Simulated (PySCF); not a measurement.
# Electron correlation in C⁺ (carbon, charge +1)

[He] 2s2 2p1, 2P determinant. All numbers are calculated (PySCF 2.14, the non-relativistic Hamiltonian (point nucleus), in def2-QZVPPD). Frozen: 1s2; 3 electrons correlated.

| level | correlation energy (mhartree) |
| --- | --- |
| CCSD | -76.82 |
| (T) | -1.27 |
| CCSD(T) | -78.09 |

Diagnostics: T1 = 0.0099, D1 = 0.0183, largest double amplitude 0.131.

Cost of the coupled-cluster step: about 9 core-seconds, for 3 correlated electrons.
